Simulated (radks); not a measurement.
Values are calculated unless marked as measured or tabulated.
Spherical jellium clusters: N electrons in a uniform positive sphere of charge N and radius rs N^(1/3), rs = 2.04 bohr. Level of theory: non-relativistic Kohn-Sham, PBEsol, spin-polarised, spherical densities (a radial shooting solver with Libxc functionals). Levels are named by radial order and angular momentum (1s, 1p, 1d, 2s, ...), and open shells are averaged over m.

N = 19, configuration 1s2 1p6 1d10 2s(up 1, down 0). This is the lowest configuration that the search found. Occupied and some empty levels:

level    occupation  eigenvalue (eV)  <r> (bohr)
1s up             1          -12.003       3.220
1s down           1          -11.675       3.347
1p up             3          -8.6296       4.118
1p down           3          -8.5314       4.124
1d up             5          -4.9783       4.851
1d down           5          -4.8855       4.826
2s up             1          -4.5103       4.552
2s down           0          -3.9498       4.701
1f up             0          -1.2483       5.829
2p up             0          -1.2148       6.957
1f down           0          -1.1183       5.812
2p down           0          -1.0286       7.193

Energy (eV): total -6.04067, kinetic 105.83, external -2071.7, Hartree 995.49, exchange-correlation -118.40, background 1082.7.
